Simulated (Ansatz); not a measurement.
# Abstraction of F: Ge(CH3)F3 + C2H5Mg → Ge(CH3)F2 + C2H5FMg

Species: Ge(CH3)F3, singlet; C2H5Mg `C[CH2][Mg]`, doublet; Ge(CH3)F2, doublet; C2H5FMg `C[CH2][Mg][F]`, singlet. A radical takes F: the energy is the difference in strength between the Ge–F bond broken and the Mg–F bond made.

Shapes, held fixed at every level: PBE0-D4/def2-TZVP. Programs: Ansatz 0.2.0. The zero-point and thermal change to 298 K, harmonic and unscaled (PBE0-D4/def2-TZVP), is -1.1 kJ/mol.

(1) Estimate ΔH(298 K) of this reaction.

Results:

(1) The highest level, CCSD(T)/def2-TZVPP, gives ΔH(298 K) = -22.2 kJ/mol; the levels span -37.3 to -11.3. The column of differences is taken from that level and isn't an error. No measured value is set beside it here. Open shells run unrestricted. Relativity is left out for Ge. Outer-core shells of Ge, Mg are correlated in most correlated rows, in sets that cover them unevenly.

| level | kind | ΔH(298 K) (kJ/mol) | less CCSD(T)/def2-TZVPP |
| --- | --- | --- | --- |
| MP2/def2-SVP | perturbation theory | -34.8 | -12.6 |
| MP2/def2-TZVPP | perturbation theory | -24.7 | -2.5 |
| HF/def2-TZVPP | Hartree–Fock | -11.3 | +10.9 |
| r2SCAN0-D4/def2-TZVPP | global hybrid | -29.0 | -6.8 |
| wB97X-V/def2-TZVPP | range-separated hybrid | -37.3 | -15.1 |
| CCSD(T)/def2-SVP | coupled cluster or CI | -34.2 | -12.0 |
| CCSD(T)/def2-TZVPP | coupled cluster or CI | -22.2 | 0.0 |
